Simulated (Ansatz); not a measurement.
Two isomers of C2H8FNSi: A = `CN([SiH3])CF`, B = `FCNC[SiH3]`.

Calculated with Ansatz (gas phase, PBE0-D4/def2-TZVP geometries, no zero-point term in ΔE). CCSD(T)/CBS adds triple-zeta CCSD(T) − MP2 to the extrapolated MP2 energy (def2 sets, frozen cores). DFT in def2-TZVPP. B3LYP here is the variant with VWN-RPA as its local correlation; programs differ in this. Each species was taken in one conformer, which may not be the lowest.

A:

```xyz
13

C     0.8541   -0.0704    1.2002
N    -0.1081    0.1464    0.1347
Si    0.4487    0.6842   -1.4164
C    -1.3315   -0.5209    0.2777
F    -1.2254   -1.9034    0.0496
H     1.2670   -1.0850    1.1977
H     1.6822    0.6354    1.1039
H     0.3805    0.1035    2.1720
H     1.2759   -0.3144   -2.1505
H     1.2888    1.8919   -1.2045
H    -0.7568    1.0025   -2.2217
H    -1.7129   -0.4234    1.2999
H    -2.0624   -0.1465   -0.4425
```

B:

```xyz
13

F     1.629   -0.231   -2.145
C     1.828    0.200   -0.820
N     0.640    0.531   -0.156
C    -0.320   -0.544    0.034
Si   -1.777    0.023    1.084
H     2.327   -0.627   -0.308
H     2.484    1.071   -0.876
H     0.215    1.363   -0.542
H     0.178   -1.360    0.571
H    -0.682   -0.973   -0.911
H    -2.810   -1.045    1.128
H    -2.374    1.245    0.476
H    -1.338    0.346    2.465
```

**Question.** Which is lower in electronic energy at CCSD(T)/CBS, and by how much? (An estimate is asked.)

**Answer.** Ansatz gave: A, by 13.1 kcal/mol.

**Question.** Give E(B) − E(A) in kcal/mol with B3LYP, B2PLYP, r2SCAN-D4, PBE0-D4, PBE-D4, HF/def2-TZVPP, ωB97M-V. (Best estimate.)

**Answer.** Computed: B3LYP 12.4, B2PLYP 13.2, r2SCAN-D4 12.5, PBE0-D4 11.8, PBE-D4 11.3, HF/def2-TZVPP 13.9, ωB97M-V 12.7. None reverses the order clearly.

Largest T1 diagnostic: 0.011.

The D4 term adds +0.9 kcal/mol with B3LYP and +0.5 kcal/mol with PBE0; it sums over pairs of atoms, weighted by their polarisabilities, and B3LYP, whose exchange is more repulsive, gets the larger term.
